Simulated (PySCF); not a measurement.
BH6N, SMILES [BH3-][NH3+] (connectivity only; charge and spin as stated), charge +1, multiplicity 2. Atoms are numbered in the order given.

```xyz
8

B      0.1415     0.8295     0.0000
N     -0.0257    -0.7179     0.0000
H      1.2260     1.3025     0.0000
H     -0.8173     1.4493    -0.5783
H     -0.8173     1.4493     0.5783
H      0.4402    -1.1342     0.8232
H     -0.9995    -1.0549     0.0000
H      0.4402    -1.1342    -0.8232
```
Charge +1, spin multiplicity 2.

Geometry: PBE-D3(BJ)/def2-TZVP. The multiplicity is an assumed one; other spin states were not compared.

All values below come from PBE-D3(BJ)/def2-TZVP (PySCF 2.14.0).

Harmonic, unscaled wavenumbers; measured fundamentals usually lie a few per cent lower.

```json
[
 {"mode": "1", "ν (cm⁻¹)": "163", "IR (km/mol)": "11.9", "moving atoms (share of kinetic energy)": "H 99 %"},
 {"mode": "2", "ν (cm⁻¹)": "583", "IR (km/mol)": "9.5", "moving atoms (share of kinetic energy)": "H 80 %, B 20 %"},
 {"mode": "3", "ν (cm⁻¹)": "646", "IR (km/mol)": "18.4", "moving atoms (share of kinetic energy)": "H 90 %, B 10 %"},
 {"mode": "4", "ν (cm⁻¹)": "756", "IR (km/mol)": "2.4", "moving atoms (share of kinetic energy)": "H 98 %"},
 {"mode": "5", "ν (cm⁻¹)": "861", "IR (km/mol)": "14.3", "moving atoms (share of kinetic energy)": "H 38 %, N 34 %, B 28 %"},
 {"mode": "6", "ν (cm⁻¹)": "938", "IR (km/mol)": "16.3", "moving atoms (share of kinetic energy)": "H 75 %, N 15 %, B 11 %"},
 {"mode": "7", "ν (cm⁻¹)": "992", "IR (km/mol)": "22.0", "moving atoms (share of kinetic energy)": "H 62 %, B 23 %, N 14 %"},
 {"mode": "8", "ν (cm⁻¹)": "1033", "IR (km/mol)": "2.7", "moving atoms (share of kinetic energy)": "H 77 %, B 19 %"},
 {"mode": "9", "ν (cm⁻¹)": "1210", "IR (km/mol)": "68.3", "moving atoms (share of kinetic energy)": "H 97 %"},
 {"mode": "10", "ν (cm⁻¹)": "1429", "IR (km/mol)": "140.2", "moving atoms (share of kinetic energy)": "H 84 %, N 16 %"},
 {"mode": "11", "ν (cm⁻¹)": "1594", "IR (km/mol)": "44.8", "moving atoms (share of kinetic energy)": "H 96 %"},
 {"mode": "12", "ν (cm⁻¹)": "1606", "IR (km/mol)": "39.9", "moving atoms (share of kinetic energy)": "H 96 %"},
 {"mode": "13", "ν (cm⁻¹)": "2005", "IR (km/mol)": "34.8", "moving atoms (share of kinetic energy)": "H 98 %"},
 {"mode": "14", "ν (cm⁻¹)": "2172", "IR (km/mol)": "11.0", "moving atoms (share of kinetic energy)": "H 89 %, B 11 %"},
 {"mode": "15", "ν (cm⁻¹)": "2728", "IR (km/mol)": "6.8", "moving atoms (share of kinetic energy)": "H 90 %, B 10 %"},
 {"mode": "16", "ν (cm⁻¹)": "3304", "IR (km/mol)": "65.5", "moving atoms (share of kinetic energy)": "H 97 %"},
 {"mode": "17", "ν (cm⁻¹)": "3358", "IR (km/mol)": "123.5", "moving atoms (share of kinetic energy)": "H 92 %"},
 {"mode": "18", "ν (cm⁻¹)": "3394", "IR (km/mol)": "102.8", "moving atoms (share of kinetic energy)": "H 92 %, N 8 %"}
]
```
